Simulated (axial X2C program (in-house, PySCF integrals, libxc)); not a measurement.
## How the levels of OSmS⁺ (f(δφ)3 f(π)0 orbitals) move with the bond length

Computed with an axial X2C code built on PySCF integrals: two-component X2C with atomic mean-field Coulomb and Gaunt terms, basis O dyall-v3z, Sm dyall-v3z, S dyall-v3z (cores contracted in-house). Orbitals come from Hartree–Fock averaged over the configuration Sm f(δφ)3 f(π)0; CI then distributes these electrons over the f(δφ), f(π) shells of Sm.

At O–Sm–S held linear, bonds 1.709 and 2.150 Å (the second held):

```csv
Ω,energy (cm⁻¹),g∥,configuration
5/2,0,4.47,100% f(δφ)3
3/2,1080,1.20,100% f(δφ)3
7/2,2994,8.19,100% f(δφ)3
1/2,7579,1.47,100% f(δφ)3
9/2,7580,11.58,100% f(δφ)3
15/2,8790,15.65,100% f(δφ)3
3/2,10201,1.82,100% f(δφ)3
5/2,10858,5.57,100% f(δφ)3
7/2,13042,9.20,100% f(δφ)3
13/2,13629,12.35,100% f(δφ)3
5/2,16987,5.39,100% f(δφ)3
3/2,19381,3.01,100% f(δφ)3
5/2,19620,4.68,100% f(δφ)3
3/2,21495,2.67,100% f(δφ)3
```

g∥ is the magnitude of 2⟨Lz + ge Sz⟩ for the +Ω component. The lowest 14 levels at most are listed.

At O–Sm–S held linear, bonds 1.589 and 2.150 Å (the second held):

```tsv
Ω	energy (cm⁻¹)	g∥	configuration
5/2	0	4.41	100% f(δφ)3
3/2	851	0.96	100% f(δφ)3
7/2	2635	8.15	100% f(δφ)3
9/2	6633	11.66	100% f(δφ)3
1/2	7695	1.54	100% f(δφ)3
15/2	9363	15.58	100% f(δφ)3
3/2	9850	1.90	100% f(δφ)3
5/2	10869	5.60	100% f(δφ)3
7/2	12615	9.32	100% f(δφ)3
13/2	13029	12.29	100% f(δφ)3
5/2	16390	5.32	100% f(δφ)3
5/2	18862	4.70	100% f(δφ)3
3/2	19328	3.04	100% f(δφ)3
3/2	21057	2.48	100% f(δφ)3
```

The lowest level lies 3195 cm⁻¹ above the lowest at the first distance.

Problem. How does the gap from the lowest to the fifth level change between the two distances?

Solution. From 7580 to 7695 cm⁻¹, a factor of 1.02.

There is no dynamic correlation: spin–orbit spacings and, for f shells, spacings inside one term are the most reliable numbers, splittings between terms come out too wide, and energies between configurations are not reliable, so the lowest level need not be the ground state of the molecule. At most 6 roots were kept for each Ω > 0 (twice that for Ω = 0) within 3.5 eV of the lowest, so higher up levels can be missing between those listed; levels with Ω > 0 are doubly degenerate and listed once, Ω = 0 levels singly. States that fill the shells left empty in the average are placed too high. The molecule was held linear; bending was not examined.
